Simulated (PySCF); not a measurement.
H₃Si, doublet, geometry from GFN2-xTB; R2SCAN/def2-SV(P) (PySCF).

PySCF was given this input:
```python
from pyscf import gto, scf, dft

mol = gto.M(
    atom='''
Si    0.00172380    0.00046639    0.05606838
H    -0.01025152    1.41163100   -0.27334508
H     1.21691602   -0.70748096   -0.29344641
H    -1.23079768   -0.71067955   -0.21816587
''',
    basis='def2-sv(p)',
    spin=1,
    verbose=4,
)

mf = dft.UKS(mol)
mf.xc = 'r2scan'
mf.grids.atom_grid = (50, 194)
mf.kernel()
```

Q: Write the output that PySCF gives for this input, abridged.

A: 
```
PySCF version 2.14.0

[INPUT] verbose = 4
[INPUT] num. atoms = 4
[INPUT] num. electrons = 17
[INPUT] charge = 0
[INPUT] spin (= nelec alpha-beta = 2S) = 1
[INPUT] symmetry False subgroup None
[INPUT] Mole.unit = angstrom
[INPUT] Symbol           X                Y                Z      unit          X                Y                Z       unit  Magmom
[INPUT]  1 Si     0.001723800000   0.000466390000   0.056068380000 AA    0.003257509894   0.000881349367   0.105953882448 Bohr   0.0
[INPUT]  2 H     -0.010251520000   1.411631000000  -0.273345080000 AA   -0.019372565161   2.667595978946  -0.516547338697 Bohr   0.0
[INPUT]  3 H      1.216916020000  -0.707480960000  -0.293446410000 AA    2.299637994396  -1.336945252744  -0.554533347137 Bohr   0.0
[INPUT]  4 H     -1.230797680000  -0.710679550000  -0.218165870000 AA   -2.325870529950  -1.342989711829  -0.412273744027 Bohr   0.0

nuclear repulsion = 15.9851288985513
number of shells = 14
number of NR pGTOs = 48
number of NR cGTOs = 24
basis = def2-sv(p)
ecp = {}

******** <class 'pyscf.dft.uks.UKS'> ********
method = UKS
initial guess = minao
damping factor = 0
level_shift factor = 0
DIIS = <class 'pyscf.scf.diis.CDIIS'>
diis_start_cycle = 1
diis_space = 8
diis_damp = 0
SCF conv_tol = 1e-09
SCF conv_tol_grad = None
SCF max_cycles = 50
direct_scf = True
direct_scf_tol = 1e-13
number electrons alpha = 9  beta = 8
XC library pyscf.dft.libxc version 7.1.2
    S. Lehtola, C. Steigemann, M. J. T. Oliveira, and M. A. L. Marques,  SoftwareX 7, 1–5 (2018)
XC functionals = r2scan
    J. W. Furness, A. D. Kaplan, J. Ning, J. P. Perdew, and J. Sun,  J. Phys. Chem. Lett. 11, 8208–8215 (2020)
    J. W. Furness, A. D. Kaplan, J. Ning, J. P. Perdew, and J. Sun,  J. Phys. Chem. Lett. 11, 9248–9248 (2020)
    J. W. Furness, A. D. Kaplan, J. Ning, J. P. Perdew, and J. Sun,  J. Phys. Chem. Lett. 11, 8208–8215 (2020)
    J. W. Furness, A. D. Kaplan, J. Ning, J. P. Perdew, and J. Sun,  J. Phys. Chem. Lett. 11, 9248–9248 (2020)
radial grids:
    Treutler-Ahlrichs [JCP 102, 346 (1995); DOI:10.1063/1.469408] (M4) radial grids

becke partition: Becke, JCP 88, 2547 (1988); DOI:10.1063/1.454033
pruning grids: <function nwchem_prune>
grids dens level: 3
symmetrized grids: False
atomic radii adjust function: <function treutler_atomic_radii_adjust>
User specified grid scheme (50, 194)
small_rho_cutoff = 0
Set gradient conv threshold to 3.16228e-05
tot grids = 26440
init E= -290.926516890824

cycle= 1 E= -291.092586097844  delta_E= -0.166  |g|= 0.0664  |ddm|= 1.22
cycle= 2 E= -291.096261814042  delta_E= -0.00368  |g|= 0.0232  |ddm|= 0.149
cycle= 3 E= -291.096705495064  delta_E= -0.000444  |g|= 0.00779  |ddm|= 0.0523
cycle= 4 E= -291.096762943624  delta_E= -5.74e-05  |g|= 0.00137  |ddm|= 0.0166
cycle= 5 E= -291.096766008289  delta_E= -3.06e-06  |g|= 0.000373  |ddm|= 0.00368
cycle= 6 E= -291.096766278598  delta_E= -2.7e-07  |g|= 0.000123  |ddm|= 0.00143
cycle= 7 E= -291.096766298033  delta_E= -1.94e-08  |g|= 2.42e-05  |ddm|= 0.00035
cycle= 8 E= -291.096766298854  delta_E= -8.21e-10  |g|= 4.15e-06  |ddm|= 8.58e-05
Extra cycle  E= -291.096766298881  delta_E= -2.69e-11  |g|= 1.8e-06  |ddm|= 1.25e-05
converged SCF energy = -291.096766298881  <S^2> = 0.75597333  2S+1 = 2.0059644
```
